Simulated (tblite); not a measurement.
Problem. What does the GFN2-xTB structure of `Cc1nnncc1[SiH3]` look like in three dimensions?

Solution. 
```xyz
15
C4H7N3Si angstrom
C     -0.5503   -1.8624    0.1537
C      0.5047   -0.8196    0.0289
N      1.7637   -1.2486   -0.0055
N      2.7477   -0.4228   -0.1127
N      2.5684    0.8510   -0.1906
C      1.3398    1.3491   -0.1607
C      0.2072    0.5491   -0.0495
Si    -1.5418    1.2593   -0.0096
H     -1.2226   -1.8157   -0.7013
H     -0.0889   -2.8449    0.2004
H     -1.1387   -1.6921    1.0537
H      1.2720    2.4268   -0.2298
H     -1.4240    2.7115   -0.1128
H     -2.2818    0.7027   -1.1424
H     -2.1597    0.8644    1.2563
```

Any rigid rotation of these coordinates is as good. Atoms count from 1 in this order. Of the pairs four or more bonds apart, Si8···H11 is among the closest relative to their van der Waals radii: 3.16 Å, 96 % of the sum of Bondi's values. The 8 heavy atoms lie in one plane (0.000 Å rms). N4 (pyridine-type nitrogen) is bent (angle 122.1°). Si8 (SiH3 silicon) is tetrahedral (angles from 107.3° to 111.4°).

Bonds between heavy atoms (Å): C1–C2 1.489, C2–N3 1.330, N3–N4 1.289, N4–N5 1.289, N5–C6 1.326, C6–C7 1.391, C7–Si8 1.888, C2–C7 1.403.

Structure optimised with GFN2-xTB, isolated species.

Point group: Cs (tolerance 0.08 Å). Its GFN2-xTB frequencies are all real (lowest 60 cm⁻¹).

These are computed values.
